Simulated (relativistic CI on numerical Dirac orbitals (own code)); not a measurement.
# Electric-dipole lines of Ir6+

Method of calculation: Dirac-Coulomb-Breit CI, separate exchange-only KLI orbitals for each configuration, model QED, unscaled Slater integrals (own radial code, finite nucleus).

CI space (outside the closed core [Kr] 4d10 4f14 5s2): 5p⁶5d³, 5p⁶5d²6s, 5p⁶5d²5f, 5p⁶5d²6p, 5p⁵5d⁴, 5p⁶5d²5g, 5p⁶5d²6d, 5p⁶5d6s6p, 5p⁶5d²7s, 5p⁶5d²7p, 5p⁶5d²6f, 5p⁶5d²7d, 5p⁶5d6s², 5p⁶5f6s², 5p⁶6s²6p, 5p⁶5g6s², 5p⁶6s²6d, 5p⁶5d5f², 5p⁶5f²6s, 5p⁶5f³, 5p⁶5f²6p, 5p⁶5f²5g, 5p⁶5f²6d, 5p⁶5d5g², 5p⁶5g²6s, 5p⁶5f5g², 5p⁶5g²6p, 5p⁶5g³, 5p⁶5g²6d. Double excitations out of closed p, d and f shells are left out; levels of such configurations are missing from the list, as are those of other unlisted configurations, and high levels can miss mixing partners. These lack a partner that the ground configuration has and come out too high: 5p⁶5d²7s, 5p⁶5d²7p, 5p⁶5d²6f, 5p⁶5d²7d.

```tsv
λ vac (Å)	Lower	Upper	A (s⁻¹)	gf	Branching (%)
277.17	5p⁶5d³ ²G7/2 [7]	5p⁶5d²5f ²H°9/2 [186]	2.37e+10	2.73e+00	57.5
278.22	5p⁶5d³ ⁴F9/2 [4]	5p⁶5d²5f ²H°11/2 [146]	1.47e+10	2.05e+00	57.4
278.65	5p⁶5d³ ²H9/2 [8]	5p⁶5d²5f ²H°11/2 [183]	5.53e+10	7.72e+00	87.5
283.62	5p⁶5d³ ⁴F7/2 [3]	5p⁶5d²5f ⁴F°7/2 [112]	1.77e+10	1.71e+00	75.2
283.83	5p⁶5d³ ⁴F3/2 [1]	5p⁶5d²5f ⁴G°5/2 [91]	1.57e+10	1.14e+00	64.9
284.13	5p⁶5d³ ⁴F5/2 [2]	5p⁶5d²5f ⁴G°7/2 [98]	1.62e+10	1.57e+00	76.3
284.59	5p⁶5d³ ⁴F9/2 [4]	5p⁶5d²5f ⁴F°9/2 [122]	1.55e+10	1.89e+00	72.8
285.30	5p⁶5d³ ⁴F9/2 [4]	5p⁶5d²5f ²H°11/2 [120]	1.96e+10	2.88e+00	71.1
285.39	5p⁶5d³ ⁴F3/2 [1]	5p⁶5d²5f ⁴F°5/2 [89]	1.69e+10	1.24e+00	65.8
286.00	5p⁶5d³ ⁴F7/2 [3]	5p⁶5d²5f ⁴G°9/2 [107]	2.57e+10	3.16e+00	83.5
288.23	5p⁶5d³ ⁴P5/2 [9]	5p⁶5d²5f ⁴D°7/2 [147]	3.20e+10	3.19e+00	88.2
423.62	5p⁶5d³ ²H9/2 [8]	5p⁶5d²6p ⁴D°7/2 [59]	1.05e+10	2.26e+00	63.0
424.50	5p⁶5d³ ⁴F7/2 [3]	5p⁶5d²6p ⁴D°5/2 [48]	1.07e+10	1.74e+00	63.4
426.92	5p⁶5d³ ²G7/2 [7]	5p⁶5d²6p ²F°5/2 [57]	1.18e+10	1.94e+00	64.3
429.04	5p⁶5d³ ²H11/2 [12]	5p⁶5d²6p ²G°9/2 [64]	1.51e+10	4.17e+00	71.1
429.19	5p⁶5d³ ⁴F9/2 [4]	5p⁶5d²6p ²G°7/2 [49]	8.19e+09	1.81e+00	53.7
700.88	5p⁶5d²6p ⁴G°5/2 [36]	5p⁶5d²6d ⁴H7/2 [100]	9.41e+09	5.55e+00	88.9
827.48	5p⁶5d²6p ⁴G°11/2 [60]	5p⁶5d²6d ⁴H13/2 [175]	8.09e+09	1.16e+01	99.4
927.33	5p⁶5d²6s ²G9/2 [31]	5p⁶5d²6p ²H°11/2 [74]	3.76e+09	5.81e+00	44.1
934.71	5p⁶5d²6s ⁴F9/2 [25]	5p⁶5d²6p ⁴G°11/2 [60]	3.68e+09	5.79e+00	72.1
```

Terms are leading LS components. Brackets give the number of a level in order of energy, since labels repeat. The list gives strong lines, with weight on those to low levels, without lines whose two gauges differ by over a factor of 2.5, among the lowest 200 of 1928 levels, so that lines to higher ones, which can be the strongest, are missing. Levels whose partners in the same complex of configurations lie outside the list can be far off, and so can their lines. Rates are taken at the computed energies, electric ones in the length gauge.

At this charge configurations can still be misplaced by up to about 7 % of their energy. Terms inside the open d or f shell come out 10 to 20 % too wide with unscaled integrals. Levels and lines within the n = 5 or 6 shells can be off by up to 10 % or somewhat more, and those that change n by about 2 %, since core polarisation is missing.

LS names give the leading component of a level, which can be under half, so a name can repeat, a term be missing and a line seem to break the LS rules.
